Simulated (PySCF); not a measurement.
A side-by-side comparison of computed properties.

First species: C₆H₉AlFN.
SMILES with atom numbers: `[F:1][CH2:2][AlH2-:3][n+:4]1[cH:5][cH:6][cH:7][cH:8][cH:9]1` (hydrogens: H10, H11 on C2; H12, H13 on Al3; H14 on C5; H15 on C6; H16 on C7; H17 on C8; H18 on C9)

Second species: C5H9NO.
Z-matrix (Å and degrees, PBE0-D3(BJ)/def2-SVP geometry), rows numbered from 1:
```
C 
C   1  1.3367
C   2  1.4972  1  123.44
C   2  1.4983  1  120.54  3  -178.46
O   4  1.4247  2  108.55  1  -126.46
C   5  1.3303  4  116.50  2  -178.60
N   6  1.2640  5  123.31  4    -0.11
H   1  1.0936  2  121.39  3  -179.19
H   1  1.0936  2  121.37  3     1.23
H   3  1.1033  2  110.75  1  -119.51
H   3  1.1013  2  110.22  1   122.74
H   3  1.0985  2  111.79  1     1.61
H   4  1.1053  2  111.13  1   114.35
H   4  1.1008  2  112.12  1    -5.02
H   6  1.1035  5  109.55  4  -179.87
H   7  1.0193  6  110.31  5  -179.63
```

Levels: CAM-B3LYP/def2-SVPD for dipole moment, HOMO energy, LUMO energy, HOMO–LUMO gap, static isotropic polarisability and electronic spatial extent ⟨r²⟩ about the centre of nuclear charge; TDDFT CAM-B3LYP/def2-SVPD for lowest singlet excitation; TDA CAM-B3LYP/def2-SVPD for lowest triplet excitation (Tamm–Dancoff); ΔSCF CAM-B3LYP/def2-SVPD for vertical ionisation energy; PBE0-D3(BJ)/def2-SVP for rotational constant A and rotational constant C. Geometries: PBE0-D3(BJ)/def2-SVP. Each structure is a single optimised conformer of the isolated species, non-relativistic unless stated. Electronic properties by PySCF.

The conformers computed, where there is a choice (atom-mapped SMILES and torsion angles):
- `[F:1][CH2:2][AlH2-:3][n+:4]1[cH:5][cH:6][cH:7][cH:8][cH:9]1`: F1–C2–Al3–N4 179°, C2–Al3–N4–C5 -83°
- `[H]/[N:7]=[CH:6]/[O:5][CH2:4][C:2](=[CH2:1])[CH3:3]`: C1–C2–C4–O5 -126°, C2–C4–O5–C6 -179°, C4–O5–C6–N7 0°

Which has the higher vertical ionisation energy?

The second: 9.53 eV against 8.93 eV, a difference of 0.60 eV.

Which of the two has the higher dipole moment, and by how much?

The first: 9.23 D against 1.07 D, a difference of 8.16 D.

Which of the two has the higher ⟨r²⟩, and by how much?

The first: 1851 bohr² against 971 bohr², a difference of 880 bohr².

Which of the two has the higher T1 energy, and by how much?

The second: 4.30 eV against 4.14 eV, a difference of 0.16 eV.

Which has the higher LUMO energy?

The second: 1.25 eV against -1.27 eV, a difference of 2.52 eV.

Which has the higher HOMO–LUMO gap?

The second: 9.96 eV against 6.82 eV, a difference of 3.14 eV.

Which has the higher rotational constant A?

The second: 6.417 GHz against 3.370 GHz, a difference of 3.047 GHz.

Which has the higher rotational constant C?

The second: 1.250 GHz against 0.607 GHz, a difference of 0.643 GHz.

On the first: In atomic units the dipole is 3.63 e·bohr (1 au = 2.5417 D). The vertical singlet–triplet gap S1 − T1 is 0.40 eV (TDDFT singlet less Tamm–Dancoff triplet; S1: HOMO→LUMO, weight 0.98; T1: HOMO→LUMO, weight 0.45, beside HOMO−2→LUMO+1, weight 0.24).

On the second: No computed singlet falls in the visible range (750 to 380 nm, 1.65 to 3.26 eV); S1 lies 3.21 eV above its blue end. The ΔSCF ionisation energy exceeds −ε(HOMO) by 0.82 eV with CAM-B3LYP.
